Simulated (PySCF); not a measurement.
SMILES C[SiH2][SiH2]c1ccco1 (GFN2-xTB optimised geometry):

```
18

C     -3.558    -2.053     0.959
Si    -2.099    -0.850     1.160
Si    -0.259    -1.647     0.001
C      1.052    -0.308     0.000
C      2.420    -0.308     0.000
C      2.832     1.043     0.000
C      1.685     1.777     0.001
O      0.611     0.976     0.002
H     -4.436    -1.706     1.495
H     -3.836    -2.165    -0.085
H     -3.311    -3.040     1.339
H     -2.549     0.471     0.697
H     -1.842    -0.709     2.604
H     -0.532    -1.991    -1.406
H      0.396    -2.835     0.568
H      3.050    -1.175     0.000
H      3.836     1.417     0.000
H      1.512     2.835     0.001
```

Level of theory: PBE/def2-SVP (PySCF).

Question: What are the frontier orbital energies and the dipole moment?

Answer: HOMO-2 -7.10 eV, HOMO-1 -6.83 eV, HOMO -5.51 eV, LUMO -0.95 eV, LUMO+1 -0.59 eV; dipole moment 0.11 D.

Meta-Löwdin charges at PBE/def2-SVP: C1 -0.53, Si2 0.35, Si3 0.32, C4 -0.07, C5 -0.16, C6 -0.17, C7 0.03, O8 -0.20, H9 0.12, H10 0.12, H11 0.12, H12 -0.07, H13 -0.08, H14 -0.08, H15 -0.07, H16 0.12, H17 0.12, H18 0.12.
